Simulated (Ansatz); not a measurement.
Consider the ligand exchange at a Ge–C bond: `CN[CH2][GeH3]` + `NC1=C[SiH2]1` → `[GeH3][NH]C1=C[SiH2]1` + `CNC`.

Program: Ansatz. Geometries: PBE0-D4/def2-TZVP. ΔE: electronic, gas phase. CBS: MP2 limit from def2 TZ/QZ plus the TZ coupled-cluster correction, frozen cores. DFT in def2-TZVPP. For Ge outer-core shells are correlated without core-valence functions, which leaves a few kJ/mol of doubt a bond. Scalar relativity is left out up to krypton. Each species was taken in one conformer, which may not be the lowest.

```tsv
level	ΔE (eV)
r2SCAN-D4	-0.30
HF/def2-QZVPP	-0.43
```

**Question.** What does CCSD(T)/CBS give? (An estimate is asked.)

**Answer.** Computed: -0.32 eV. The listed levels differ from it by 0.02, -0.11 eV.

Largest T1 diagnostic among the species: 0.013.

In def2-TZVPP, CCSD(T) changes the Hartree–Fock value by +0.07 eV (the triples alone add +0.00 eV) and MP2 by +0.06 eV.
